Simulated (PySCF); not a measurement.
# Argon: a sound run and one with changed settings

Sound run: Ar⁺ [Ne] 3s2 3p5, Ar²⁺ [Ne] 3s2 3p4. Calculation: PySCF 2.14, in aug-cc-pV(D+d)Z; the non-relativistic Hamiltonian (point nucleus). In the sound run the correlated levels freeze [Ne]. The sound run starts from symmetry-adapted Hartree-Fock orbitals and uses a fine grid where one is needed.

Changed run: a valence shell is frozen. This setting is unsound on purpose.

```
species   method  sound run (hartree)  changed run (hartree)  converged
    Ar⁺      MP2           -526.38484             -526.34699        yes
    Ar⁺  CCSD(T)           -526.40695             -526.36101        yes
   Ar²⁺      MP2           -525.38741             -525.33986        yes
   Ar²⁺  CCSD(T)           -525.41144             -525.35182        yes
```

Ionisation energy of Ar⁺:

```csv
method,sound run (eV),changed run (eV)
UHF,26.397,26.397
MP2,27.141,27.405
SCS-MP2,27.109,27.455
CCSD,27.074,27.448
CCSD(T),27.089,27.462
```

Freezing a valence shell removes pair correlation that changes on ionisation.

For comparison, NIST gives 27.630 eV between the lowest levels.
